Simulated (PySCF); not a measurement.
# Relaxation of doublet SbH4

Computed with UPBE0 in PySCF with Sb def2-TZVP with ECP28, H def2-TZVP; scalar-relativistic core potentials, no spin–orbit coupling; density-fitted integrals. A (50,194) grid was used.

A start displaced from a saddle point along its imaginary mode, with no symmetry imposed:

Coordinates in bohr (charge 0 multiplicity 2):
```
Sb   -0.0018    0.0011    0.0000
H     2.7450   -0.1119    1.8098
H    -2.8938   -0.1119    2.1749
H     0.1837    2.8622   -2.1042
H     0.1837   -2.7715   -1.8820
```

Optimiser trace:
```
step  E − E(last) (kJ/mol)  largest gradient (Eh/bohr)
   0                103.88                     0.01664
   1                 65.67                     0.01159
   2                 36.06                     0.01455
   3                 23.37                     0.01122
   4                  6.61                     0.01040
   5                  2.21                     0.00686
   6                  0.71                     0.00513
   7                  0.20                     0.00198
   8                  0.00                     0.00047
   9                  0.00                     0.00026
```

It ends at C2v with Sb–H 1.696 Å (×2), Sb–H 1.830 Å (×2); H–Sb–H 91.8° (×4), H–Sb–H 96.0°, H–Sb–H 174.6° (after a last refinement on a finer grid). A frequency run shows a minimum. Other isomers or separated fragments may lie lower.

Final geometry:
```xyz
5
charge 0 multiplicity 2, angstrom
Sb   -0.0112    0.0111   -0.0004
H     1.4057   -0.1400    0.9192
H    -1.0073   -0.8174    1.2914
H     0.8624    0.9617   -1.2969
H     0.1797   -1.4387   -0.8591
```

With an element this heavy the missing spin–orbit coupling can shift these numbers.

The relaxation took 30 s on 2 threads of a shared Intel Xeon Platinum 8259CL @ 2.50GHz (Skylake/Cascade Lake) host, with 74 basis functions and 10 gradients; the process peaked at 1 GiB.
